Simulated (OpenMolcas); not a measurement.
Fe4+ among 2 point charges of -2 e arranged as a linear pair (D∞h), 2.13 Å from the ion.

| Property | Result |
| --- | --- |
| Program | OpenMolcas 26.06 |
| Method | CASSCF |
| Basis | ANO-RCC-VTZP [6s5p3d2f1g] |
| Scalar Hamiltonian | DKH2, point nucleus |
| Active space | 4 electrons in 5 orbitals (3d) |
| State averaging | 2S+1 = 5 even, 5 roots; 2S+1 = 3 even, 45 roots; 2S+1 = 1 even, 50 roots |
| Spin-orbit coupling | state interaction with AMFI integrals over the reference wave functions |

**Question.** What is the spin-free ground state (labels by Λ)?

**Answer.** 5Σ, 1-fold in its orbital part, 100 % from free-ion D terms; it has the highest spin that d4 allows.

**Question.** Where is the first state of the same spin?

**Answer.** 5Π at 2470 cm-1 above the ground state.

**Question.** What are the lowest two levels with spin-orbit coupling?

**Answer.** A 1-fold level, then a 2-fold level 27.6 cm-1 above it. Their leading multiplicities are 5 (100 %) and 5 (100 %).

**Question.** What is χT at 300 K, and how does it compare with the textbook value?

**Answer.** The lowest level has 2S+1 = 5, for which the spin-only value is χT = S(S+1) / 2 = 3.000 cm3 K/mol (g = 2). The computed 2.437 at 300 K differs by -0.563, through orbital momentum, spin-orbit coupling and any other state in reach.

Without dynamic correlation the repulsion within the d shell is too large (B by tens of per cent), so at a given field states of lower spin stand too high. Point charges give a weaker field than real ligands, and real ions of this kind are often low spin; the high spin found here belongs to the model. Point charges carry no covalency, so the field is a model and not that of real ligands. No measured value stands beside these numbers.
